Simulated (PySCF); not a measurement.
Species: C₇H₁₄F₂Si.
Numbering: `[CH3:1][C@@H:2]([CH2:3][F:4])[Si@:5]1([CH3:6])[CH2:7][C@H:8]([F:9])[CH2:10]1`

Definitions: NICS(0) = −σiso at the ring centroid; NICS(1) = −σiso and NICS(1)zz = −σzz at ±1 Å along the ring normal z. Level: GIAO PBE0/pcSseg-1 (PySCF, non-relativistic, gas phase) on the GFN2-xTB geometry, one conformer.

Ring bond lengths (Å), with Mayer bond orders in brackets: Si5–C7 1.916 (0.91), C7–C8 1.532 (1.01), C8–C10 1.531 (1.02), C10–Si5 1.918 (0.91).

Give the NICS values of each ring in ppm.

```csv
ring,type,NICS(0),"NICS(1), two faces","NICS(1)zz, two faces",rms pucker (Å),"centre to ring atoms, mean (Å)"
Si5–C7–C8–C10,4-membered ring with Si; formal bonds all single,-1.6,-0.9 / -3.0,6.4 / 0.3,0.10,1.21
```

What can be read from them?

- Si5–C7–C8–C10: mean NICS(1)zz 3.4 ppm, deshielded. Si5, C7, C8, C10 have four or more neighbours, so the value isn't read as a sign of a π ring current. The two faces differ by 6.1 ppm, so no symmetry operation interchanges them.

What field does 14.1 T along the ring normal induce along that normal at the first NICS(1) probe listed for ring Si5–C7–C8–C10, 1 Å off the ring?

NICSzz × B0 = 6.4 ppm × 14.1 T = 90 μT, along the applied field.

The values belong to the conformer `[CH3:1][C@@H:2]([CH2:3][F:4])[Si@:5]1([CH3:6])[CH2:7][C@H:8]([F:9])[CH2:10]1`: C1–C2–C3–F4 70°, C1–C2–Si5–C6 -45°.
